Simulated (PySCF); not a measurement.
How methods differ on the interval between two levels of Co(2+)

Co(2+) [Ar] 3d7 [4F9/2, M_J = 9/2] → Co(2+) [Ar] 3d6 4s1 [6D9/2, M_J = 9/2], as a difference of total energies. All numbers are calculated (PySCF 2.14, the two-component X2C-1e Hamiltonian, in x2c-TZVPall-2c with one added diffuse shell each of s, p, d type (7s8p5d1f, 63 functions)). Correlated levels: [Ne] frozen; the 6 highest virtual spinors dropped. "Screened" scales the spin-orbit matrix elements by Boettger's factors to mimic the two-electron term; Breit and QED terms are absent.

```tsv
method	interval between two levels (cm⁻¹)
GHF (spin-free)	35424
GMP2 (spin-free)	46152
GHF (screened spin-orbit)	35630
GMP2 (screened spin-orbit)	46364
```

The labels give the starting determinants; with spin-orbit coupling the two ends relaxed to ⟨J²⟩ = 24.76, ⟨L²⟩ = 12.02, ⟨S²⟩ = 3.75 and ⟨J²⟩ = 24.76, ⟨L²⟩ = 6.01, ⟨S²⟩ = 8.75.
